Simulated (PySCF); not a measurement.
Ga(H)2(SMe) (CH5GaS), SMILES C[S][GaH2]. Atoms are numbered in the order given.

```xyz
8

Ga     0.1176     1.0209     0.0000
H     -0.8903     2.2097     0.0000
H      1.6777     1.1180     0.0000
S     -0.7425    -0.9823     0.0000
C      0.7289    -2.0627     0.0000
H      0.7063    -2.7016    -0.8940
H      0.7063    -2.7016     0.8940
H      1.6612    -1.4809     0.0000
```

Geometry: ωB97X-D3(BJ)/def2-SVP.

Calculation: PBE0/pcSseg-1 run with PySCF.

GIAO shieldings, no solvent; atoms listed in one row are averaged. δ = σ(ref) − σ: ¹H against TMS (σ = 31.56 ppm); ³³S against H2S (σ = 716.7 ppm); ¹³C against TMS (σ = 186.3 ppm), references at their B3LYP-D3(BJ)/def2-TZVP geometries, non-relativistic.

Estimate the chemical shifts. (Estimate from the structure and the level; the computed values follow.)


```csv
nucleus,atoms,count,δ (ppm)
¹H,H3,1,6.29
¹H,H2,1,6.16
¹H,"H6, H7, H8",3,2.73
³³S,S4,1,217.1
¹³C,C5,1,22.5
```
